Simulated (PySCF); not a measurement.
## Radial density of Au²⁺ (gold, charge +2)

r2SCAN0, [Xe] 4f14 5d8 6p1, one real determinant (an excited configuration). All numbers are calculated (PySCF 2.14, a scalar-relativistic core potential, in aug-cc-pVTZ-PP with one added diffuse shell each of s, p, d, f, g type with ECP60MDF (7s7p6d4f3g, 113 functions)). This is the valence pseudo-density: the core potential removes the inner electrons and smooths the orbitals near the nucleus.

```json
{"r (bohr)": "0.137", "4πr²ρ (e/bohr)": "0.0001089", "4πr²(ρα − ρβ)": "0.0000"}
{"r (bohr)": "0.231", "4πr²ρ (e/bohr)": "0.003401", "4πr²(ρα − ρβ)": "0.0003"}
{"r (bohr)": "0.389", "4πr²ρ (e/bohr)": "0.2538", "4πr²(ρα − ρβ)": "0.0140"}
{"r (bohr)": "0.654", "4πr²ρ (e/bohr)": "7.601", "4πr²(ρα − ρβ)": "0.4381"}
{"r (bohr)": "1.10", "4πr²ρ (e/bohr)": "15.81", "4πr²(ρα − ρβ)": "1.7505"}
{"r (bohr)": "1.85", "4πr²ρ (e/bohr)": "4.349", "4πr²(ρα − ρβ)": "1.0539"}
{"r (bohr)": "3.11", "4πr²ρ (e/bohr)": "0.6225", "4πr²(ρα − ρβ)": "0.4407"}
{"r (bohr)": "5.23", "4πr²ρ (e/bohr)": "0.04500", "4πr²(ρα − ρβ)": "0.0445"}
{"r (bohr)": "8.80", "4πr²ρ (e/bohr)": "1.330e-05", "4πr²(ρα − ρβ)": "0.0000"}
```

⟨L²⟩ = 14.03 against 20 for a pure G term, so this real determinant mixes terms. Energies and moments cover only the electrons outside the core potential. Spin-orbit coupling, absent here, splits the open shell strongly.
